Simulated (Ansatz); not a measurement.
One change: `[OH][Ga]([Br])[O][SiH3]` becomes `[SiH3][O][Ga]([Br])[Br]`.

Ansatz, PBE0-D4/def2-TZVP geometries, multiplicity 1. Each molecule was computed in one conformer, which needn't be the lowest.

Scalar relativity is left out up to krypton.

| property | `[OH][Ga]([Br])[O][SiH3]` |
| --- | --- |
| LUMO energy (PBE/def2-TZVPP) / eV | -2.43 |
| HOMO–LUMO gap (ωB97M-V/def2-TZVPP) / eV | 11.40 |
| HOMO–LUMO gap (PBE0/def2-TZVPP) / eV | 7.30 |
| HOMO–LUMO gap (PBE/def2-TZVPP) / eV | 4.95 |
| HOMO energy (ωB97M-V/def2-TZVPP) / eV | -11.06 |
| size of the dipole moment (PBE/def2-TZVPP) / D | 1.20 |

Task: Give the same properties after the change, and the shifts. (Best estimate.)

Result: The calculation gave: 
```tsv
property	`[SiH3][O][Ga]([Br])[Br]`	shift
LUMO energy (PBE/def2-TZVPP) / eV	-2.82	-0.39
HOMO–LUMO gap (ωB97M-V/def2-TZVPP) / eV	10.97	-0.43
HOMO–LUMO gap (PBE0/def2-TZVPP) / eV	6.88	-0.42
HOMO–LUMO gap (PBE/def2-TZVPP) / eV	4.65	-0.30
HOMO energy (ωB97M-V/def2-TZVPP) / eV	-11.01	0.05
size of the dipole moment (PBE/def2-TZVPP) / D	0.26	-0.94
```

Dipoles are sizes alone; their direction can turn.

Spin–orbit coupling is left out; it splits and shifts lone-pair levels of the heavy atoms by tenths of an eV.
